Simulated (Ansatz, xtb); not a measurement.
## Relative energy of two isomers of H6Si2Sn

We compare a, `[SiH3][Sn][SiH3]`, a triplet, with b, `[SiH3][SiH2][SnH]`, a singlet. Both are isolated molecules in the gas phase, relaxed with r2SCAN-D4/def2-SVP; the shapes shown needn't be the lowest conformers.

a (Å):

```yaml
atoms:
  - { symbol: Si, position_ang: [-1.4022, -1.1225, -1.0797] }
  - { symbol: Si, position_ang: [1.1681, 0.4123, 2.3543] }
  - { symbol: Sn, position_ang: [0.6119, -1.3211, 0.5235] }
  - { symbol: H, position_ang: [-1.3577, -2.2839, -2.0176] }
  - { symbol: H, position_ang: [-1.3377, 0.1450, -1.8724] }
  - { symbol: H, position_ang: [-2.6976, -1.1530, -0.3316] }
  - { symbol: H, position_ang: [2.3850, -0.0611, 3.0791] }
  - { symbol: H, position_ang: [0.0428, 0.5472, 3.3313] }
  - { symbol: H, position_ang: [1.4494, 1.7567, 1.7605] }
```

b (Å):

```xyz
9

Si   -0.3858   -0.7511   -0.6585
Si    0.0881   -0.7164    1.6471
Sn   -0.9517    1.5173    2.6232
H    -1.8471   -0.5189   -0.8926
H    -0.0209   -2.0571   -1.2911
H     0.3676    0.3434   -1.3446
H    -0.4783   -1.9704    2.2452
H     1.5824   -0.7851    1.7801
H     0.3215    2.3823    1.7251
```

Q: Estimate which is lower in electronic energy at CCSD(T)/def2-TZVP, and by roughly how much.

A: The CCSD(T)/def2-TZVP calculation puts structure b lower, by 10.1 kcal/mol.

Level by level:

```csv
level,geometry,E(b) − E(a) (kcal/mol),departure from the last row (kcal/mol),"job, with rough time for the two"
HF/STO-3G,GFN2-xTB,+17.2,+27.4,"single point, 2.2 s"
r2SCAN-D4/def2-SVP//GFN2-xTB,GFN2-xTB,−8.5,+1.6,"single point, 6.3 s"
r2SCAN-D4/def2-SVP,r2SCAN-D4/def2-SVP,−8.5,+1.6,"optimisation, 79 s"
HF/def2-TZVP,r2SCAN-D4/def2-SVP,+3.6,+13.8,part of the CCSD(T) run
MP2/def2-TZVP,r2SCAN-D4/def2-SVP,−8.7,+1.4,part of the CCSD(T) run
CCSD(T)/def2-TZVP,r2SCAN-D4/def2-SVP,−10.1,,"single point, 2.8 min"
```

As drawn, b has 1 Si–Si, 1 Sn–H in place of 1 Si–Sn, 1 Si–H.

HF/STO-3G, HF/def2-TZVP put the two in the other order. The largest departure from CCSD(T)/def2-TZVP is that of HF/STO-3G, 27.4 kcal/mol. At CCSD(T)/def2-TZVP a singlet with the links of a lies below this triplet.

With harmonic frequencies from r2SCAN-D4/def2-SVP (ideal gas, rigid rotor, one conformer each, 298.15 K, 1 atm): on the last row, ΔE + ΔZPE = −11.4 kcal/mol. A mode under 50 cm⁻¹ makes harmonic enthalpies and free energies unreliable, so none is given.

Open shells are spin-unrestricted. The correlated steps freeze 14 core orbitals; the filled d shell of Sn is correlated, in a basis made for valence electrons. Atoms past krypton carry core potentials in the def2 sets, other sets are all-electron and non-relativistic, and no spin–orbit term is included. ΔG holds the spin degeneracy. Programs: Ansatz 0.2.0, xtb 6.7.1; the last row on 2 threads of Intel(R) Xeon(R) Platinum 8259CL CPU @ 2.50GHz (Skylake/Cascade Lake) on a shared host.
